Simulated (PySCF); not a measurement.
C3H7BFN. Atoms are numbered in the order given.

```xyz
13

C      0.0839    -2.8524     0.0000
C     -0.3131    -1.4045     0.0000
C      0.5253    -0.3579     0.0000
B      0.0806     1.1456     0.0000
N     -1.2538     1.5833     0.0000
F      1.0444     2.0948     0.0000
H     -0.3225    -3.3709     0.8851
H      1.1781    -2.9692     0.0000
H     -0.3225    -3.3709    -0.8851
H     -1.3984    -1.2213     0.0000
H      1.6036    -0.5713     0.0000
H     -2.0489     0.9603     0.0000
H     -1.4920     2.5671     0.0000
```

Geometry: ωB97X-D3(BJ)/def2-SVP. A frequency run showed that this geometry is not a minimum. The structure was generated by enumeration; whether it is a known compound was not checked. Other conformers were not sampled.

Calculation: PBE/pcSseg-1 in PySCF.

GIAO shieldings, no solvent; atoms listed in one row are averaged. δ = σ(ref) − σ: ¹³C against TMS (σ = 182.0 ppm); ¹¹B against BF3 (σ = 83.9 ppm); ¹⁵N against NH3 (σ = 267.0 ppm); ¹⁹F against CFCl3 (σ = 133.6 ppm); ¹H against TMS (σ = 31.49 ppm), references at their B3LYP-D3(BJ)/def2-TZVP geometries, non-relativistic.

Computed chemical shifts:
| nucleus | atoms | count | δ (ppm) |
|---|---|---|---|
| ¹³C | C2 | 1 | 154.2 |
| ¹³C | C3 | 1 | 134.2 |
| ¹³C | C1 | 1 | 28.7 |
| ¹¹B | B4 | 1 | 15.4 |
| ¹⁵N | N5 | 1 | 77.6 |
| ¹⁹F | F6 | 1 | -137.2 |
| ¹H | H10 | 1 | 6.62 |
| ¹H | H11 | 1 | 6.02 |
| ¹H | H12 | 1 | 3.32 |
| ¹H | H13 | 1 | 2.94 |
| ¹H | H7, H8, H9 | 3 | 2.23 |
